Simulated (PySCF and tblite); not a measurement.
The numbers below are computed, except where a source is named.
2 diastereomers of C5H10Cl2Si, numbered alike:

```
isomer                                                        SMILES  descriptors
     A  [Cl:1][C@H:2]1[CH2:3][CH2:4][Si@@H:5]([Cl:6])[CH2:7][CH2:8]1       2s, 5s
     B   [Cl:1][C@H:2]1[CH2:3][CH2:4][Si@H:5]([Cl:6])[CH2:7][CH2:8]1       2r, 5r
```

Protocol: conformer search, at most 5 conformers an isomer, GFN2-xTB geometries, energies B3LYP/pcSseg-1 (IEF-PCM, dimethylsulfoxide) (D3(BJ) added where defined), GIAO shieldings B3LYP/pcSseg-1 (IEF-PCM, dimethylsulfoxide), weights at 298.15 K with GFN2-xTB thermal terms. Programs: PySCF with density fitting and tblite.

Q: What shifts does each isomer give (ppm; of two unlike H on one atom, a is the less shielded)?

A: 
A: ¹H (against TMS): 4.24 (H2, 1H), 2.21 (H3a/H8a, 2H), 2.15 (H3b/H8b, 2H), 1.42 (H4a/H7a, 2H), 1.15 (H4b/H7b, 2H). ¹³C (against TMS): 71.7 (C2), 38.7 (C3/C8), 18.6 (C4/C7). ²⁹Si (against TMS): -0.4 (Si5).

B: ¹H (against TMS): 4.56 (H2, 1H), 2.23 (H3a/H8a, 2H), 2.22 (H3b/H8b, 2H), 1.54 (H4a/H7a, 2H), 0.99 (H4b/H7b, 2H). ¹³C (against TMS): 71.5 (C2), 36.3 (C3/C8), 16.1 (C4/C7). ²⁹Si (against TMS): 1.4 (Si5). H not on carbon is left out.

Unscaled ²⁹Si shifts at such levels can be off by tens of ppm; differences between conformers or isomers are more reliable. Shifts are unscaled: against experiment ¹³C can be off by 15 ppm or more and ¹H by 0.8 ppm.
